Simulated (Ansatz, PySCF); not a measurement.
C₄H₄F₂, SMILES CC=C=C(F)F. Atoms are numbered in the order given.

```xyz
10

C     -2.6620     0.2876     0.0767
C     -1.4215    -0.1016     0.8159
C     -0.2028    -0.0851     0.3315
C      1.0064    -0.0660    -0.1576
F      1.5897    -1.0742    -0.7738
F      1.8290     0.9619    -0.1028
H     -3.1744     1.1124     0.5983
H     -2.4424     0.6012    -0.9522
H     -3.3700    -0.5568     0.0477
H     -1.5601    -0.4287     1.8579
```
Charge 0, spin multiplicity 1.

Geometry: PBE0-D3(BJ)/def2-SVP.

Two levels are set side by side: PBE-D3(BJ)/def2-SVP (Ansatz, a quantum-chemistry and plane-wave program) and PBE0-D3(BJ)/def2-SVP (Ansatz). Each level has its own optimised geometry; the coordinates shown are those of the second. Frequencies come from the Hessian of PySCF at each geometry. Differences are taken from unrounded values.

```csv
quantity,PBE0-D3(BJ)
mean bond length (Å),1.239
bond C1–C2 (Å),1.496
bond C2–C3 (Å),1.312
bond C3–C4 (Å),1.304
bond C4–F5 (Å),1.318
bond C4–F6 (Å),1.318
bond C1–H7 (Å),1.102
bond C1–H8 (Å),1.098
bond C1–H9 (Å),1.102
bond C2–H10 (Å),1.101
highest harmonic wavenumber (cm⁻¹),3183
mean harmonic wavenumber (cm⁻¹),1280
zero-point energy (kcal/mol),43.92
```

**Question.** What does PBE-D3(BJ) give, and how far is it from PBE0-D3(BJ)? (Estimate from the structure and the level; the computed values follow.)

**Answer.** 
```json
[
 {"quantity": "mean bond length (Å)", "PBE-D3(BJ)": "1.250", "PBE-D3(BJ) minus PBE0-D3(BJ)": "0.011"},
 {"quantity": "bond C1–C2 (Å)", "PBE-D3(BJ)": "1.504", "PBE-D3(BJ) minus PBE0-D3(BJ)": "0.008"},
 {"quantity": "bond C2–C3 (Å)", "PBE-D3(BJ)": "1.321", "PBE-D3(BJ) minus PBE0-D3(BJ)": "0.010"},
 {"quantity": "bond C3–C4 (Å)", "PBE-D3(BJ)": "1.315", "PBE-D3(BJ) minus PBE0-D3(BJ)": "0.010"},
 {"quantity": "bond C4–F5 (Å)", "PBE-D3(BJ)": "1.335", "PBE-D3(BJ) minus PBE0-D3(BJ)": "0.017"},
 {"quantity": "bond C4–F6 (Å)", "PBE-D3(BJ)": "1.335", "PBE-D3(BJ) minus PBE0-D3(BJ)": "0.017"},
 {"quantity": "bond C1–H7 (Å)", "PBE-D3(BJ)": "1.111", "PBE-D3(BJ) minus PBE0-D3(BJ)": "0.009"},
 {"quantity": "bond C1–H8 (Å)", "PBE-D3(BJ)": "1.106", "PBE-D3(BJ) minus PBE0-D3(BJ)": "0.008"},
 {"quantity": "bond C1–H9 (Å)", "PBE-D3(BJ)": "1.111", "PBE-D3(BJ) minus PBE0-D3(BJ)": "0.009"},
 {"quantity": "bond C2–H10 (Å)", "PBE-D3(BJ)": "1.110", "PBE-D3(BJ) minus PBE0-D3(BJ)": "0.009"},
 {"quantity": "highest harmonic wavenumber (cm⁻¹)", "PBE-D3(BJ)": "3091", "PBE-D3(BJ) minus PBE0-D3(BJ)": "-92"},
 {"quantity": "mean harmonic wavenumber (cm⁻¹)", "PBE-D3(BJ)": "1232", "PBE-D3(BJ) minus PBE0-D3(BJ)": "-49"},
 {"quantity": "zero-point energy (kcal/mol)", "PBE-D3(BJ)": "42.25", "PBE-D3(BJ) minus PBE0-D3(BJ)": "-1.67"}
]
```

Exact exchange shortens and stiffens bonds; PBE has none. Differences between two approximate levels are no errors against the true value.
